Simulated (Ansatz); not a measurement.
Task: Name a neutral molecule of B, C, Ga, Si and H with HOMO–LUMO gap (PBE0/def2-TZVPP) between 4.70 and 5.00 eV and HOMO–LUMO gap (B3LYP/def2-TZVPP) between 4.15 and 4.45 eV (Ansatz, PBE0-D4/def2-TZVP geometry).

Result: `B/C=[CH]\[GaH][SiH3]` (4.82 eV, 4.45 eV); `[BH2][GaH][SiH2]C` (4.81 eV, 4.42 eV). Other molecules can fit too; these were computed, each in one conformer that needn't be the lowest.

B3LYP here is the variant with VWN-RPA as its local correlation; programs differ in this.
